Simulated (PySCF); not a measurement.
Pb(Cl)(NH2) (ClH2NPb), SMILES [NH2][Pb][Cl] (connectivity only; charge and spin as stated), neutral, multiplicity 1.

Coordinates come from a PBE-D3(BJ)/def2-TZVP optimisation. The def2 effective core potentials stand for the cores of Pb; spin–orbit coupling is left out. The values are those of a single conformer.

Calculation: PBE-D3(BJ)/def2-TZVP in PySCF.

Frequencies are harmonic and unscaled.

Task: Estimate the vibrational spectrum. (Estimate from the structure and the level; the computed values follow.)

Result: 
| mode | ν (cm⁻¹) | IR (km/mol) | moving atoms (share of kinetic energy) |
|---|---|---|---|
| 1 | 126 | 0.9 | N 49 %, Cl 24 %, H 20 % |
| 2 | 256 | 188.7 | H 82 %, N 18 % |
| 3 | 290 | 49.2 | Cl 85 %, Pb 14 % |
| 4 | 421 | 10.0 | H 98 % |
| 5 | 523 | 64.1 | N 78 %, H 15 % |
| 6 | 575 | 17.2 | H 81 %, N 18 % |
| 7 | 1467 | 10.1 | H 90 %, N 10 % |
| 8 | 3445 | 10.6 | H 96 % |
| 9 | 3569 | 14.8 | H 91 %, N 9 % |
